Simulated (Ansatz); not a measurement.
Consider the isomerisation: `F[SiH]1CC[Se]1` → `CC1(F)[SiH2][Se]1`.

Program: Ansatz. Geometries: PBE0-D4/def2-TZVP. ΔE: electronic, gas phase. CBS: MP2 limit from def2 TZ/QZ plus the TZ coupled-cluster correction, frozen cores. For Se outer-core shells are correlated without core-valence functions, which leaves a few kJ/mol of doubt a bond. Scalar relativity is left out up to krypton.

`F[SiH]1CC[Se]1`:

```xyz
10

F     2.489   -0.505    0.464
Si    0.922   -0.669    0.739
C    -0.105    0.791    0.190
C    -0.921    0.054   -0.891
Se   -0.233   -1.823   -0.813
H     0.836   -1.138    2.143
H     0.497    1.601   -0.228
H    -0.737    1.218    0.972
H    -0.759    0.440   -1.895
H    -1.988    0.031   -0.681
```

`CC1(F)[SiH2][Se]1`:

Cartesian coordinates in Å:
```
C 1.292 -0.442 -0.313
C -0.041 0.217 -0.477
F -0.387 0.264 -1.801
Si -1.437 0.191 0.753
Se -0.226 2.032 0.420
H 2.066 0.110 -0.852
H 1.246 -1.457 -0.717
H 1.569 -0.493 0.740
H -1.264 -0.558 2.020
H -2.818 0.136 0.226
```

```csv
species,SCS-MP2/def2-QZVPP energy (Eh)
`F[SiH]1CC[Se]1`,-2868.37525
`CC1(F)[SiH2][Se]1`,-2868.27290
```

(1) Work out ΔE.

Largest T1 diagnostic among the species: 0.012.

Answers

(1) ΔE = (-2868.27290) − (-2868.37525) = 0.10235 Eh = +268.7 kJ/mol. CCSD(T)/CBS gives +262.2 kJ/mol.

In def2-TZVPP, CCSD(T) changes the Hartree–Fock value by −13.9 kJ/mol (the triples alone add −5.5 kJ/mol) and MP2 by −5.6 kJ/mol. From PBE to PBE0 (25 % exact exchange), in def2-TZVPP and without D4, ΔE moves by +15.2 kJ/mol.
